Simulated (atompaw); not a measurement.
## P (Z = 15): PAW (atompaw) pseudisation with PBEsol, scalar-relativistic reference atom.

- Element: phosphorus
- Generator: atompaw 4.2.0.5
- Type: PAW
- Functional: PBEsol
- Relativity: scalar-relativistic
- Frozen core: [Ne]
- Valence charge: 5
- Reference configuration: 3s2 3p3
- Partial waves: 3s (bound): rc 1.75 bohr; 3s channel at 2 Ry: rc 1.75 bohr; 3p (bound): rc 1.75 bohr; 3p channel at 2.25 Ry: rc 1.50 bohr
- Local potential: troulliermartins scheme with l = 2 at 1 Ry, radius 1.60 bohr
- Core correction: smooth core density matched at 1.35 bohr
- Augmentation charge: sinc compensation charge, radius 1.70 bohr; PAW radius 1.75 bohr; waves and projectors: custom rrkj gramschmidtortho

All-electron outer shells of the reference configuration (PBEsol, scalar-relativistic, ld1.x):

| shell | level (eV) | outermost node (bohr) | outermost maximum (bohr) |
| --- | --- | --- | --- |
| 2s | -173.57 | 0.14 | 0.42 |
| 2p | -124.33 | – | 0.36 |
| 3s | -13.92 | 0.66 | 1.58 |
| 3p | -5.48 | 0.64 | 1.83 |

**Question.** Does the generator finish with these settings?

**Answer.** Yes, a potential is produced.

**Question.** Estimate the cutoffs (Ry, on a coarse ladder) from which the occupation-weighted sum of valence levels, in a spherical-Bessel basis at the reference potential, stays within 10 and 1 mRy of its value at 400 Ry.

**Answer.** 12 Ry and 21 Ry.

**Question.** What does a ghost test show?

**Answer.** No extra level below or beside the all-electron valence levels (s, p, d, f tested).

**Question.** Is the overlap operator S = 1 + Σ q|β⟩⟨β| positive definite (Bessel basis up to 400 Ry)?

**Answer.** Yes: its lowest eigenvalue is 0.41 (s channel).

**Question.** Which valence shell sets the plane-wave cutoff?

**Answer.** 3p: its level needs 18 Ry to come within 1 mRy, against 10 Ry for 3s.
